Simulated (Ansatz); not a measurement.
`O=[C]([AlH2])O[SiH3]` → Al• + C• + 5 H• + 2 O• + Si•  (atomization)

Computed with Ansatz on PBE0-D4/def2-TZVP structures; ΔE is electronic, products minus reactants. CCSD(T)/CBS adds triple-zeta CCSD(T) − MP2 to the extrapolated MP2 energy (def2 sets, frozen cores). This one scheme is used for every species, atoms too. No spin–orbit coupling; open shells (•) take unrestricted orbitals. Spin–orbit coupling would lower the free atoms: a little for Al, C, O, Si.

`O=[C]([AlH2])O[SiH3]`:

```xyz
10

O     1.052   -0.684    0.918
C     0.195   -0.646    0.066
Al   -0.461   -2.280   -0.923
O    -0.380    0.527   -0.274
Si    0.158    1.915    0.545
H    -1.583   -2.135   -2.027
H     0.205   -3.655   -0.526
H    -0.121    1.812    1.995
H     1.595    2.156    0.287
H    -0.660    2.990   -0.060
```

```csv
species,CCSD/CBS(def2) energy (Eh)
`O=[C]([AlH2])O[SiH3]`,-722.47523
Al•,-241.93706
C•,-37.78991
H•,-0.50000
O•,-75.00346
Si•,-288.94153
```

Problem. Work out ΔE.

Solution. ΔE = 5 × (-0.50000) + 2 × (-75.00346) + (-241.93706) + (-37.78991) + (-288.94153) − (-722.47523) = 1.29981 Eh = +3412.7 kJ/mol. CCSD(T)/CBS gives +3473.8 kJ/mol.

Largest T1 diagnostic among the species: 0.018.

From PBE to PBE0 (25 % exact exchange), in def2-TZVPP and without D4, ΔE moves by −83.0 kJ/mol: exact exchange takes away binding that semilocal exchange gives to molecules. The D4 term adds +33.2 kJ/mol with B3LYP and +17.4 kJ/mol with PBE0; it sums over pairs of atoms, weighted by their polarisabilities, and B3LYP, whose exchange is more repulsive, gets the larger term.

B3LYP here is the variant with VWN-RPA as its local correlation; programs differ in this.

For atomizations the MP2-based limit and the directly extrapolated one differ by several kJ/mol either way, and by 10 to 25 for some Ge, Se and Sn compounds, so smaller differences from it don't rank the levels.
